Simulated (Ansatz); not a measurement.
Mulliken charges of CH5FO2Si, SMILES `CO[SiH](O)F` from r2SCAN/def2-TZVPP in Ansatz (PBE0-D4/def2-TZVP geometry).

```json
{"atom": "C1", "x (Å)": "-1.551", "y (Å)": "0.309", "z (Å)": "-0.319", "charge (e)": "0.002"}
{"atom": "O2", "x (Å)": "-0.456", "y (Å)": "-0.500", "z (Å)": "0.057", "charge (e)": "-0.378"}
{"atom": "Si3", "x (Å)": "1.107", "y (Å)": "-0.070", "z (Å)": "-0.026", "charge (e)": "0.804"}
{"atom": "O4", "x (Å)": "1.999", "y (Å)": "-1.189", "z (Å)": "0.731", "charge (e)": "-0.409"}
{"atom": "F5", "x (Å)": "1.259", "y (Å)": "1.360", "z (Å)": "0.664", "charge (e)": "-0.322"}
{"atom": "H6", "x (Å)": "-1.539", "y (Å)": "0.517", "z (Å)": "-1.394", "charge (e)": "0.061"}
{"atom": "H7", "x (Å)": "-1.548", "y (Å)": "1.258", "z (Å)": "0.225", "charge (e)": "0.070"}
{"atom": "H8", "x (Å)": "-2.468", "y (Å)": "-0.231", "z (Å)": "-0.080", "charge (e)": "0.065"}
{"atom": "H9", "x (Å)": "1.617", "y (Å)": "0.065", "z (Å)": "-1.399", "charge (e)": "-0.102"}
{"atom": "H10", "x (Å)": "1.663", "y (Å)": "-1.570", "z (Å)": "1.545", "charge (e)": "0.210"}
```

Q: By hand: the dipole of these point charges (1 e Å = 4.8032 D).

A: Σ q r = (-0.342, -0.050, -0.163) e Å, of length 0.382 e Å = 1.83 D.

Q: How does the dipole of the full density compare? (Estimate.)

A: The calculation gave: (-0.353, -0.076, 0.035) e Å, 1.74 D; the point charges give 1.05 times that, at 31° from its direction.

Point charges leave out the atoms' own dipoles, such as those of lone pairs, and Mulliken's split depends on the basis, so the two needn't agree.
